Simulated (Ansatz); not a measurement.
C$_{2}$H$_{9}$NOSi, SMILES `CO[SiH](C)N`. The species carries charge 0 and has multiplicity 1. All single points use the PBE0-D4/def2-TZVP geometry. It is one conformer, not always the lowest.

```xyz
14

C     1.850   -1.136    0.020
O     1.246    0.131    0.067
Si   -0.345    0.346    0.460
C    -1.440   -0.298   -0.900
N    -0.699    1.994    0.722
H     1.614   -1.735    0.909
H     2.933   -1.005   -0.025
H     1.537   -1.701   -0.867
H    -0.577   -0.390    1.736
H    -1.212   -1.343   -1.126
H    -2.493   -0.236   -0.614
H    -1.300    0.277   -1.819
H    -0.826    2.614   -0.062
H    -0.289    2.482    1.501
```

What is the dipole moment at PBE/def2-TZVPP? (Best estimate.)

Ansatz gave: 0.49 D, with components (0.05, 0.13, -0.47) D in this frame, pointing from negative to positive charge.

And with r2SCAN, B3LYP, ωB97M-V? (Estimate.)

Ansatz gave: r2SCAN 0.50 D, B3LYP 0.45 D, ωB97M-V 0.47 D.

Give the Mulliken charges with PBE, B3LYP, r2SCAN in def2-TZVPP. (Estimate.)

Computed: 
```json
{"atom": "C1", "PBE": "-0.14", "B3LYP": "-0.12", "r2SCAN": "0.01"}
{"atom": "O2", "PBE": "-0.30", "B3LYP": "-0.38", "r2SCAN": "-0.38"}
{"atom": "Si3", "PBE": "0.48", "B3LYP": "0.60", "r2SCAN": "0.60"}
{"atom": "C4", "PBE": "-0.39", "B3LYP": "-0.40", "r2SCAN": "-0.32"}
{"atom": "N5", "PBE": "-0.39", "B3LYP": "-0.41", "r2SCAN": "-0.46"}
{"atom": "H6", "PBE": "0.08", "B3LYP": "0.09", "r2SCAN": "0.05"}
{"atom": "H7", "PBE": "0.10", "B3LYP": "0.11", "r2SCAN": "0.06"}
{"atom": "H8", "PBE": "0.08", "B3LYP": "0.09", "r2SCAN": "0.05"}
{"atom": "H9", "PBE": "-0.12", "B3LYP": "-0.13", "r2SCAN": "-0.12"}
{"atom": "H10", "PBE": "0.09", "B3LYP": "0.09", "r2SCAN": "0.06"}
{"atom": "H11", "PBE": "0.11", "B3LYP": "0.11", "r2SCAN": "0.08"}
{"atom": "H12", "PBE": "0.10", "B3LYP": "0.09", "r2SCAN": "0.07"}
{"atom": "H13", "PBE": "0.14", "B3LYP": "0.13", "r2SCAN": "0.15"}
{"atom": "H14", "PBE": "0.14", "B3LYP": "0.13", "r2SCAN": "0.15"}
```

B3LYP here is the variant with VWN-RPA as its local correlation; programs differ in this.
